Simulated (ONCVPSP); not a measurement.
# PBE ONCV dataset for vanadium (V), scalar-relativistic all-electron reference.

```
Element                 : vanadium (V)
Generator               : ONCVPSP 4.0.1
Type                    : optimised norm-conserving Vanderbilt (ONCV)
Functional              : PBE
Relativity              : scalar-relativistic
Frozen core             : [Ne]
Valence charge          : 13
Reference configuration : 3s2 3p6 3d3 4s0.5 (charge +1.5)
Partial waves           : 3s+4s: rc 1.50 bohr, ncon 4, nbas 7, qcut 4.1 1/bohr, 2 projectors; 3p: rc 1.65 bohr, ncon 3, nbas 7, qcut 10.1 1/bohr, 2 projectors, debl 1.1 Ha; 3d: rc 1.45 bohr, ncon 3, nbas 7, qcut 12.5 1/bohr, 2 projectors, debl 3.6 Ha
Local potential         : polynomial inside 1.10 bohr (lpopt 5, dvloc0 4 Ha)
Core correction         : Teter function fitted to the true core (icmod 2), fcfact 0.7
```

In the p channel the program set the typed energies aside and used -2.057, 0.250 Ha.

Poles of the logarithmic derivatives, all-electron (AE) and pseudo (PS). s: poles at -2.4 (AE) and -2.4 (PS) Ha. p: poles at -1.6 (AE) and -1.6 (PS) Ha. d: poles at 0.4 (AE) and 0.4 (PS) Ha. Test radii: s 1.52, p 1.68, d 1.47 bohr.

- Cutoffs needed: 50 Ha and 58 Ha (the cutoffs (Ha) at which the residual kinetic energy of the hardest occupied pseudo-wave falls to 1 and 0.1 mHa per electron)
- Ghost test: no bound ghost flagged; no localised positive-energy state flagged
- Largest excitation error: +165 meV (all-electron minus pseudo) for 3s2 3p6 3d1 4s0, out of 4 test configurations
- rms error of d²Exc/dni dnj: 2.38 mHa without and 1.60 mHa with the model core
